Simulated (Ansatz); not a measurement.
C₂H₃ClHfO₂ (`C#[C][Hf]([OH])([OH])[Cl]`), charge 0, multiplicity 1.

**Question.** Give a relaxed structure at PBE0-D4/def2-TZVP (the Gaussian-basis code of Ansatz). (Best estimate.)

**Answer.** Computed: 
```xyz
9

C     1.483    0.521   -2.227
C     0.910    0.290   -1.181
Hf   -0.081   -0.127    0.725
O    -1.293    1.300    1.054
O    -0.972   -1.795    0.542
Cl    1.531   -0.244    2.447
H     1.987    0.724   -3.145
H    -2.017    1.882    1.257
H    -1.549   -2.551    0.527
```
Point group Cs.
This is one stationary point; other conformers may exist.
